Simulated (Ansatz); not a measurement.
Relaxation of BClFH$_{4}$NS (9 atoms, charge 0, multiplicity 1), to a largest force component of 0.03 eV/Å in at most 50 steps.

Computed with Ansatz 0.2.0, RHF/6-31G*.

```xyz
9
Properties=species:S:1:pos:R:3:forces:R:3
B 0.091 -0.187 -0.111 -0.08 -0.78 0.58
Cl -0.074 -0.946 1.549 0.11 0.08 -0.80
N 1.286 -0.277 -0.797 0.01 0.01 -0.04
H 2.108 -0.683 -0.414 0.00 0.00 0.02
H 1.400 0.137 -1.696 0.00 0.01 0.00
F -0.996 0.326 -0.639 -0.01 0.03 0.01
S 0.052 2.605 1.246 -0.29 -0.42 0.80
H 1.088 2.931 2.008 -0.01 0.00 0.00
H -0.343 1.570 2.042 0.28 1.07 -0.57
```

Q: Where does it end, and by what steps?

A: The forces met the threshold. The force dipped under the threshold on the way, but the program's further checks kept it going. After 40 steps the energy has fallen by 0.259 eV; H8 moved furthest, 1.45 Å.

```
step  energy less start (eV)  largest force component (eV/Å)  accepted
   0                  0.0000                           1.069       yes
   2                 -0.2000                           0.467       yes
   4                 -0.2306                           0.344       yes
   6                 -0.2384                           0.106       yes
   8                 -0.2402                           0.075       yes
  10                 -0.2425                           0.062       yes
  12                 -0.2426                           0.328        no
  14                 -0.2460                           0.169       yes
  16                 -0.2493                           0.064       yes
  18                 -0.2516                           0.136       yes
  20                 -0.2541                           0.087       yes
  22                 -0.2527                           0.353        no
  24                 -0.2558                           0.072       yes
  26                 -0.2566                           0.051       yes
  28                 -0.2571                           0.060       yes
  30                 -0.2576                           0.033       yes
  32                 -0.2578                           0.067       yes
  34                 -0.2582                           0.015       yes
  36                 -0.2579                           0.130        no
  38                 -0.2586                           0.078       yes
  40                 -0.2590                           0.009       yes
```

```xyz
9
Properties=species:S:1:pos:R:3
B 0.302 -0.682 -0.061
Cl 0.185 -2.084 1.023
N 1.234 -0.634 -1.082
H 1.886 -1.363 -1.262
H 1.311 0.156 -1.684
F -0.535 0.320 0.140
S 0.328 3.606 1.625
H 0.272 3.673 2.948
H -0.372 2.484 1.542
```

Whether the end is a true minimum wasn't checked by a vibrational analysis.

The run took 97 s on 1 thread of Arm Neoverse V2 (shared host), peak memory 0.17 GiB.
